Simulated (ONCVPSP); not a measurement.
**Potentials for manganese (Mn) compared**

Generated with ld1.x 7.5 (TM, RRKJ, ultrasoft, PAW), atompaw 4.2 or ONCVPSP 4.0.1. The cutoff is in Ry: for ld1.x and atompaw files where the sum of valence levels is converged to 10 mRy in a Bessel basis, for ONCV files where the hardest occupied wave has 1 mHa per electron of residual kinetic energy. The error is the largest all-electron minus pseudo excitation energy over each file’s own four to seven test configurations (ionisations up to +4, promotions, holes and added fractions of an electron), all of which were solved. The labels leave out finer settings (local radius, basis sizes, second energies), which also bear on the numbers. Spin-polarised tests are not counted. The rows are a selection from randomly drawn settings: files with unsolved tests, undetermined cutoffs or missed reference levels are left out.

A true bound ghost makes a file unfit for plane-wave use even where its test errors are small: the radial tests pick states by their node count and pass the ghost by.

| potential | cutoff (Ry) | largest error (meV) | bound ghosts |
| --- | --- | --- | --- |
| ONCV, PBEsol, scalar-relativistic, rc 3.52/3.02/2.52 (spd), local smoothed, core correction yes, reference 3d5 4s2, qcut 2.2/4.1/7.2, projectors 2/2/2 | 36 | -533 | none |
| ONCV, PBE, scalar-relativistic, rc 1.45/1.20/1.35 (spd), local smoothed, core correction yes, reference 3s2 3p6 3d6 4s1, qcut 8/10.8/10.5, projectors 3/3/2 | 97 | +47 | none |
| ONCV, PBEsol, fully relativistic, rc 1.40/1.05/1.20 (spd), local smoothed, core correction no, reference 3s2 3p6 3d5, qcut 10.4/14.2/15, projectors 1/1/2 | 154 | +748 | none |
| ONCV, PBE, non-relativistic, rc 1.10/1.35/1.70 (spd), local smoothed, core correction no, reference 3s2 3p6 3d5 4s1, qcut 11.5/10.4/9.9, projectors 2/2/2 | 102 | +91 | none |
| ONCV, LDA (Perdew-Wang 92), scalar-relativistic, rc 1.60/0.90/1.25 (spd), local smoothed, core correction yes, reference 3s2 3p6 3d5 4s2, qcut 7.1/10.8/14.8, projectors 2/2/3 | 138 | +38 | d |

Question: Fill in the row for Mn: ONCV, LDA (Perdew-Wang 92), scalar-relativistic, rc 1.60/1.15/1.80 (spd), local smoothed, core correction yes, reference 3s2 3p6 3d5.5 4s1.5, qcut 7/12.5/9.1, projectors 2/1/2.

Answer: cutoff 63 Ry, largest error -110 meV, bound ghosts: none.

Question: Fill in the row for Mn: ONCV, Wu-Cohen, scalar-relativistic, rc 1.60/1.30/2.00 (spd), local smoothed, core correction yes, reference 3s2 3p6 3d5 4s1.5 4p0.5, qcut 8.4/12.5/8.5, projectors 2/3/2.

Answer: cutoff 62 Ry, largest error -675 meV, bound ghosts: none.

Question: Fill in the row for Mn: ONCV, LDA (Perdew-Zunger), scalar-relativistic, rc 2.30/2.20/1.20/2.10 (spdf), local smoothed, core correction yes, reference 3d5 4s1.5, qcut 2.7/3.6/15.2/5.2, projectors 2/1/2/2.

Answer: cutoff 149 Ry, largest error -33 meV, bound ghosts: s, p.
